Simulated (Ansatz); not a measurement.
Correlation energies of C$_{3}$H$_{10}$InN (`CC(C)[NH][InH2]`) by basis set

```xyz
15

C     0.0139    0.1179    1.4339
C     0.2031   -0.6984    0.1718
C    -1.0593   -1.4873   -0.1553
N     0.5969    0.1419   -0.9393
In    0.8559    2.1315   -1.1320
H     0.9254    0.6594    1.6992
H    -0.7898    0.8501    1.3044
H    -0.2520   -0.5277    2.2733
H     1.0040   -1.4293    0.3734
H    -0.9251   -2.0789   -1.0649
H    -1.8983   -0.8047   -0.3180
H    -1.3199   -2.1737    0.6555
H     0.7025   -0.3956   -1.7878
H     0.6825    3.1450    0.2324
H     1.2601    2.5498   -2.7465
```

The species carries charge 0 and has multiplicity 1. Correlated methods include outer-core shells of In, which these sets cover unevenly. In: def2 effective core potential. The geometry is a stationary point of PBE0-D4/def2-TZVP. It is one conformer, not always the lowest. Frozen core, restricted reference, Ansatz 0.2.0.

| basis | HF (Eh) | MP2 corr. | CCSD corr. | (T) | CCSD(T) total |
| --- | --- | --- | --- | --- | --- |
| def2-SVP | -362.92566 | -0.70630 | -0.77092 | -0.02390 | -363.72048 |
| def2-TZVPP | -363.12760 | -1.04675 | – | – | – |
| def2-QZVPP | -363.13770 | -1.28309 | – | – | – |
